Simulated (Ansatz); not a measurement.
Cost and result for the atomization energy of C₃H₆Te (`C=C(C)[TeH]`) (10 atoms, 9 bonds).

Z-matrix (Å, degrees):
```
C
C 1 1.491
H 1 1.093 2 110.5
H 1 1.093 2 111.1 3 121.0
H 1 1.094 2 111.0 3 -120.1
Te 2 2.113 1 117.0 3 -178.3
C 2 1.327 1 124.2 3 -2.1
H 6 1.659 2 93.6 1 -36.5
H 7 1.083 2 122.9 1 178.4
H 7 1.087 2 120.1 1 -1.5
```

The species carries charge 0 and has multiplicity 1. Correlated methods include outer-core shells of Te, which these sets cover unevenly. Te: def2 effective core potential. All single points use the PBE0-D4/def2-TZVP geometry. Program: Ansatz. All runs use 4 threads of an Arm Neoverse V2 on a shared host. Times are those of one run each, without the atoms' runs, and a repeat can differ threefold. Electronic energies, without spin–orbit coupling; frozen cores. CCSD(T)/CBS adds CCSD(T) − MP2 in def2-TZVPP to the MP2 limit, and its time is that of the two runs behind it. T1 = 0.011. With those shells the extrapolation isn't a true limit. B3LYP takes the VWN-RPA correlation (the form of Gaussian; ORCA's B3LYP/G).

CCSD(T)/CBS is a level of theory with its own doubt, some kJ/mol a heavy atom from the limit and from the frozen cores, so smaller differences don't rank the functionals.

```tsv
level	functions	wall time	atomization (kcal/mol)	difference from CCSD(T)/CBS	per bond
PBE-D4/def2-TZVPP (with forces)	227	1.8 s	904.2	18.6	2.1
PBE0-D4/def2-TZVPP	227	1.9 s	888.7	3.1	0.3
B3LYP-D4/def2-TZVPP (with forces)	227	3.1 s	884.6	-1.0	-0.1
r2SCAN-D4/def2-TZVPP (with forces)	227	3.5 s	884.2	-1.4	-0.2
B2PLYP/def2-TZVPP	227	4 s	873.9	-11.7	-1.3
ωB97X-V/def2-TZVPP	227	5.5 s	882.3	-3.3	-0.4
ωB97M-V/def2-TZVPP (with forces)	227	8 s	881.7	-3.9	-0.4
MP2/def2-QZVPP	433	16 s	885.8	0.2	0.0
CCSD(T)/def2-TZVPP	227	110 s	862.9	-22.7	-2.5
CCSD(T)/CBS(def2)	–	2.2 min	885.6	0.0	0.0
```

In def2-TZVPP, CCSD(T) changes the Hartree–Fock value by +219.6 kcal/mol (the triples alone add +14.4 kcal/mol) and MP2 by +229.1 kcal/mol; breaking electron pairs costs correlation energy, which Hartree–Fock lacks. The D4 term adds +8.6 kcal/mol with B3LYP and +4.5 kcal/mol with PBE0; it sums over pairs of atoms, weighted by their polarisabilities, and B3LYP, whose exchange is more repulsive, gets the larger term. From PBE to PBE0 (25 % exact exchange), in def2-TZVPP and without D4, the atomization energy moves by −14.6 kcal/mol: exact exchange takes away binding that semilocal exchange gives to molecules.

Spin–orbit coupling would lower the free Te atoms strongly, and the atomization energy with them, by more than many differences here.
